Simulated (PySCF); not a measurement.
**Correlation energy of Se (selenium, neutral)**

[Ar] 3d10 4s2 4p4, high-spin 3P determinant. All numbers are calculated (PySCF 2.14, scalar relativity through the core potential, in aug-cc-pVDZ-PP with ECP10MDF). Frozen: 3s2 3p6 3d10; 6 electrons correlated.

MP2 pair energies summed by pair of shells (mhartree):

| pair | energy | share (%) |
| --- | --- | --- |
| 4p-4p | -36.33 | 48.0 |
| 4s-4p | -32.85 | 43.4 |
| 4s-4s | -6.52 | 8.6 |

Total MP2 correlation energy: -75.70 mhartree.

Same-spin part -18.98 and opposite-spin part -56.72 mhartree; SCS-MP2 scales them by 1/3 and 6/5 to -74.39 mhartree.
